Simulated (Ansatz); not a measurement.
Species: sum formula WO2Cl (charge +1, singlet). 
Coordinates optimised at B3LYP-D3(BJ)/def2-TZVP (Ansatz, a first-principles code):
```xyz
4

W      0.1877     0.0219     0.2509
O      1.3946    -0.8143    -0.5703
O     -0.6963    -1.1812     1.0263
Cl    -1.1459     0.8435    -1.3068
```
Charge +1, spin multiplicity 1.

Wanted: vertical triplet-singlet gap (E(triplet) - E(singlet); each state is the SCF solution reached for its spin; the UHF <S^2> is 2.30 for the triplet (pure: 2.00); for the triplet T1 is 0.051; for the singlet the Hartree-Fock reference is unstable and T1 is 0.030), in kJ/mol. Correlated levels leave the core frozen unless marked. UHF or UKS for open shells. Spin-orbit coupling is left out. The frozen core is the preceding noble-gas configuration, with the filled d and f shells of earlier blocks. Past Kr the def2 sets carry scalar-relativistic core potentials. 

```json
[
 {"level": "HF/def2-SVPD", "program": "Ansatz", "vertical triplet-singlet gap (kJ/mol)": "55.8"},
 {"level": "HF/def2-TZVPPD", "program": "Ansatz", "vertical triplet-singlet gap (kJ/mol)": "50.2"},
 {"level": "HF/def2-QZVPPD", "program": "Ansatz", "vertical triplet-singlet gap (kJ/mol)": "50.2"},
 {"level": "PBE/def2-TZVPD", "program": "Ansatz", "vertical triplet-singlet gap (kJ/mol)": "237.5"},
 {"level": "r2SCAN/def2-TZVPD", "program": "Ansatz", "vertical triplet-singlet gap (kJ/mol)": "223.0"},
 {"level": "B3LYP/def2-TZVPD", "program": "Ansatz", "vertical triplet-singlet gap (kJ/mol)": "224.8"},
 {"level": "BHLYP/def2-TZVPD", "program": "Ansatz", "vertical triplet-singlet gap (kJ/mol)": "183.1"},
 {"level": "wB97M-V/def2-TZVPD", "program": "Ansatz", "vertical triplet-singlet gap (kJ/mol)": "231.0"},
 {"level": "wB97X-V/def2-TZVPD", "program": "Ansatz", "vertical triplet-singlet gap (kJ/mol)": "229.9"},
 {"level": "RI-MP2/def2-TZVPPD", "program": "Ansatz", "vertical triplet-singlet gap (kJ/mol)": "456.8"},
 {"level": "RI-MP2/def2-QZVPPD", "program": "Ansatz", "vertical triplet-singlet gap (kJ/mol)": "460.4"},
 {"level": "SCS-MP2/def2-SVPD", "program": "Ansatz", "vertical triplet-singlet gap (kJ/mol)": "439.1"},
 {"level": "CCSD/def2-SVPD", "program": "Ansatz", "vertical triplet-singlet gap (kJ/mol)": "229.0"},
 {"level": "CCSD(T)/def2-SVPD", "program": "Ansatz", "vertical triplet-singlet gap (kJ/mol)": "263.3"}
]
```
